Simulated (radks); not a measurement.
Values are calculated unless marked as measured or tabulated.
Question: Neutral rhodium: order these configurations by energy. Code: a radial shooting solver on a logarithmic mesh with Libxc functionals. Model: Dirac Kohn-Sham, relativistic LDA (MacDonald-Vosko exchange, VWN5 correlation), spin-unpolarised, spherical densities, finite nucleus; Fermi nuclear charge, rms radius of each element as measured or else 0.836 A^(1/3) + 0.57 fm. Sub-shells are occupied by j as written (lower j first in brackets). [Kr] 4d(3/2: 3, 5/2: 5) 5p(1/2: 1, 3/2: 0); [Kr] 4d(3/2: 3, 5/2: 5) 5s1; [Kr] 4d(3/2: 4, 5/2: 3) 5s1 5p(1/2: 1, 3/2: 0); [Kr] 4d(3/2: 4, 5/2: 3) 5s2; [Kr] 4d(3/2: 4, 5/2: 4) 5p(1/2: 1, 3/2: 0); [Kr] 4d(3/2: 4, 5/2: 4) 5s1; [Kr] 4d(3/2: 4, 5/2: 5).

Answer: From the lowest, in eV above it: [Kr] 4d(3/2: 4, 5/2: 5) 0.000; [Kr] 4d(3/2: 4, 5/2: 4) 5s1 0.712; [Kr] 4d(3/2: 3, 5/2: 5) 5s1 1.106; [Kr] 4d(3/2: 4, 5/2: 3) 5s2 2.945; [Kr] 4d(3/2: 4, 5/2: 4) 5p(1/2: 1, 3/2: 0) 4.324; [Kr] 4d(3/2: 3, 5/2: 5) 5p(1/2: 1, 3/2: 0) 4.724; [Kr] 4d(3/2: 4, 5/2: 3) 5s1 5p(1/2: 1, 3/2: 0) 7.028.
